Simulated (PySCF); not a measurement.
Be(H)(SeH) (BeH2Se), SMILES [BeH][SeH]. Heavy atoms are numbered as in [BeH:1][SeH:3]. Hydrogens are named by the atom that carries them.

The structure is a stationary point at PBE0-D3(BJ)/def2-TZVP.

Calculation: PBE0/pcSseg-2 run with PySCF.

GIAO shieldings, no solvent; atoms alike by connectivity are averaged. δ = σ(ref) − σ: ¹H against TMS (σ = 31.54 ppm); ⁷⁷Se against Me2Se (σ = 1739.2 ppm), references at their B3LYP-D3(BJ)/def2-TZVP geometries, non-relativistic.

| atoms | nucleus | count | δ (ppm) |
|---|---|---|---|
| H on Be1 | ¹H | 1 | ___ |
| H on Se3 | ¹H | 1 | 0.53 |
| Se3 (SeH) | ⁷⁷Se | 1 | -434.7 |

Question: Some entries are withheld; supply them. (Estimate from the structure and the level; the computed values follow.)

Answer: 
- H on Be1, δ (ppm): 3.85
